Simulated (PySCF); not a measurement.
# Os²⁺: excitation energy

Os²⁺ [Xe] 4f14 5d6 (5D) → Os²⁺ [Xe] 4f14 5d5 6s1 (7S), as a difference of total energies. Calculation: PySCF 2.14, in def2-QZVPPD with the def2 core potential (60 electrons); scalar relativity through the core potential. Correlated levels: valence: 5s2 5p6 frozen. The calculations carry no spin-orbit coupling.

```
           method  excitation energy (eV)
              UHF                  -0.561
    MP2 (valence)                   0.068
SCS-MP2 (valence)                   0.723
   CCSD (valence)                   0.090
CCSD(T) (valence)                   0.135
```

Task: How much does correlation contribute at CCSD(T) (valence)?

Result: 0.135 − (-0.561) = 0.696 eV, measured against UHF.
